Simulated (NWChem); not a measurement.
# Si2H4OCl2; SMILES O[SiH2][SiH](Cl)Cl

```xyz
9

O     -0.0506     2.7290     0.0268
Si    -1.1294     1.4525    -0.1839
Si    -0.0042    -0.4666     0.5819
Cl    -0.8060    -2.2195    -0.2024
Cl     1.9306    -0.1590    -0.1866
H      0.8648     2.4908    -0.2161
H     -1.4995     1.1934    -1.6225
H     -2.3613     1.7767     0.6049
H      0.1520    -0.6618     2.0613
```
Atoms are numbered in this order, from 1.

Structure relaxed at the PBE-D3(BJ)/def2-SVP level.

Problem. List the 4 lowest vertical singlet excitations from PBE0/6-31+G* (spherical d), TDA (NWChem).

Solution. 
```tsv
state	energy (eV)	oscillator strength	leading excitation (squared amplitude)
S1	5.74	0.018	HOMO → LUMO (0.97)
S2	6.16	0.017	HOMO → LUMO+1 (0.96)
S3	6.75	0.002	HOMO−1 → LUMO (0.92)
S4	7.09	0.018	HOMO−2 → LUMO (0.92)
```
